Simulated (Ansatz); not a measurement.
The same ligand exchange along the group F, Br, I.

Gas-phase electronic energies from Ansatz, PBE0-D4/def2-TZVP geometries. CBS: MP2 limit from def2 TZ/QZ plus the TZ coupled-cluster correction, frozen cores. This one scheme is used for every species. DFT in def2-TZVPP. def2 core potentials past Kr. For Br, Ge, I outer-core shells are correlated without core-valence functions, which leaves a few kJ/mol of doubt a bond. Scalar relativity is left out up to krypton. Each species was taken in one conformer, which may not be the lowest.

```csv
reaction,B97M-V (kJ/mol),r2SCAN-D4 (kJ/mol),CCSD(T)/CBS(def2) (kJ/mol)
`[OH][GeH2][F]` + NH₃ → `[NH2][GeH2][OH]` + H–F,79,73,61
`[OH][GeH2][Br]` + NH₃ → `[NH2][GeH2][OH]` + HBr,84,86,80
`[OH][GeH2][I]` + NH₃ → `[NH2][GeH2][OH]` + HI,79,86,82
```

Largest T1 diagnostic: 0.012, for `[OH][GeH2][F]`.
